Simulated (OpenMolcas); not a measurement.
Ag2+ among 6 point charges of -1.7 e arranged as a trigonal prism (D3h), 2.09 Å from the ion, with a polar angle of 53.5° against the regular 49.1°.
```
   1.6805    0.0000    1.2426  -1.70
  -0.8402    1.4553    1.2426  -1.70
  -0.8402   -1.4553    1.2426  -1.70
   1.6805    0.0000   -1.2426  -1.70
  -0.8402    1.4553   -1.2426  -1.70
  -0.8402   -1.4553   -1.2426  -1.70
```

```json
{
 "Program": "OpenMolcas",
 "Method": "CASSCF",
 "Basis": "ANO-RCC-VDZP [6s5p3d1f]",
 "Scalar Hamiltonian": "DKH2, point nucleus",
 "Active space": "9 electrons in 5 orbitals (4d)",
 "State averaging": "2S+1 = 2 even, 5 roots",
 "Spin-orbit coupling": "state interaction with AMFI integrals over the reference wave functions"
}
```

What is the spin-free ground state (labels of D3, the rotations of D3h)?

2E, 2-fold in its orbital part, 100 % from free-ion D terms; it has the highest spin that d9 allows.

Where is the first state of the same spin?

2E at 3670 cm-1 above the ground state.

What are the lowest two levels with spin-orbit coupling?

A 2-fold level E3/2 with g = 0.00, 0.00, 3.87, then a 2-fold level E1/2 1109 cm-1 above it. Their leading multiplicities are 2 (100 %) and 2 (100 %).

What is χT at 300 K, and how does it compare with the textbook value?

The lowest level has 2S+1 = 2, for which the spin-only value is χT = S(S+1) / 2 = 0.375 cm3 K/mol (g = 2). The computed 0.770 at 300 K differs by +0.395, through orbital momentum, spin-orbit coupling and any other state in reach.

An orbital doublet at a regular site is open to a Jahn-Teller distortion, which this geometry leaves out. The ground term spreads over less than 5000 cm-1, several times less than with real ligands, so orbital moments are less quenched and χT lies further from the spin-only value than at real sites. Point charges carry no covalency, so the field is a model and not that of real ligands. No measured value stands beside these numbers.
